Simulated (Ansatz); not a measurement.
Compare A (`F[SiH2]C1CO1`) with its isomer B (`C=CO[SiH2]F`).

Program: Ansatz. Geometries: PBE0-D4/def2-TZVP. ΔE: electronic, gas phase. CCSD(T)/CBS is the MP2 limit (def2-TZVPP, def2-QZVPP) plus CCSD(T) − MP2 in def2-TZVPP, frozen cores. DFT in def2-TZVPP. B3LYP here is the variant with VWN-RPA as its local correlation; programs differ in this. One conformer a species, not always the lowest.

Task: Which is lower in electronic energy at CCSD(T)/CBS, and by how much? (Best estimate.)

Result: Ansatz gave: B, by 42.8 kcal/mol.

Task: Give E(B) − E(A) in kcal/mol with r2SCAN-D4, B3LYP, MP2/def2-TZVPP, B3LYP-D4, PBE0-D4, PBE-D4, ωB97M-V. (Estimate.)

Result: The calculation gave: r2SCAN-D4 -40.9, B3LYP -44.4, MP2/def2-TZVPP -41.4, B3LYP-D4 -44.2, PBE0-D4 -38.4, PBE-D4 -37.6, ωB97M-V -41.5. None reverses the order clearly.

Largest T1 diagnostic: 0.012.

In def2-TZVPP, CCSD(T) changes the Hartree–Fock value by +6.4 kcal/mol (the triples alone add +0.6 kcal/mol) and MP2 by +7.4 kcal/mol. From PBE to PBE0 (25 % exact exchange), in def2-TZVPP and without D4, E(B) − E(A) moves by −0.8 kcal/mol.
